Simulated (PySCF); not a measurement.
Nb(F)5 anion (F5Nb), SMILES [F][Nb]([F])([F])([F])[F] (connectivity only; charge and spin as stated), charge -1, multiplicity 2.

Geometry: PBE0-D3(BJ)/def2-SVPD. The multiplicity is an assumed one; no other spin state was optimised. The isomer is the one that the SMILES or the coordinates give; other isomers of the formula were not compared. The def2 effective core potentials stand for the cores of Nb; spin–orbit coupling is left out.

All values below come from PySCF with ωB97X/def2-SVPD.

Problem. Estimate the frontier levels, dipole moment and polarisability. (The exact figures need the calculation; the answer reports its results.)

Solution. 
| Quantity | Result |
|---|---|
| α spin, highest occupied and lowest empty level | -2.87 and 5.24 eV |
| β spin, highest occupied and lowest empty level | -8.24 and 5.37 eV |
| dipole moment about the centre of nuclear charge | 0.72 D |
| mean static polarisability | 45.9 bohr³ (6.81 Å³) |
| polarisability, principal values | 44.0, 44.7, 49.1 bohr³ |
| ⟨S²⟩ | 0.751 (pure state 0.75) |
